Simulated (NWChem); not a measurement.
System: CH7NO2Si; SMILES NC[SiH](O)O

Here is an NWChem input.

```
start job
memory heap 200 mb stack 900 mb global 1100 mb
geometry units angstroms noautosym nocenter noautoz
  N      0.289757     2.073019     0.173402
  C     -0.786600     1.079313     0.128261
  Si    -0.034332    -0.575966    -0.397831
  O     -0.734325    -1.725812     0.579279
  O      1.587455    -0.358025    -0.138506
  H      0.031169     2.876628     0.742468
  H      0.485263     2.435961    -0.758130
  H     -1.679416     1.376920    -0.455353
  H     -1.142040     0.899176     1.157385
  H     -0.248632    -0.972552    -1.820932
  H     -0.549188    -2.645245     0.368600
  H      1.677911     0.540829     0.235517
end
basis spherical
  * library def2-svp
end
dft
  xc b3lyp
  iterations 150
end
property
  efieldgrad
end
task dft property
```

Structure relaxed at the PBE0/def2-SVP level. No frequency run checked for a minimum.

Vzz is the largest principal value of the second derivative of the potential at the nucleus (NWChem prints the opposite sign); η is the asymmetry. Non-relativistic.

Atoms are numbered as in the input.

Task: What results follow from this input? (B3LYP/def2-SVP.) Quantities: Vzz N1 (a.u.); η N1; Vzz O4 (a.u.); η O4; Vzz O5 (a.u.); η O5.

Result: 
```
Property       Result
-------------  ------
Vzz N1 (a.u.)  -1.030
η N1             0.12
Vzz O4 (a.u.)   1.431
η O4             0.55
Vzz O5 (a.u.)   1.225
η O5             0.57
```
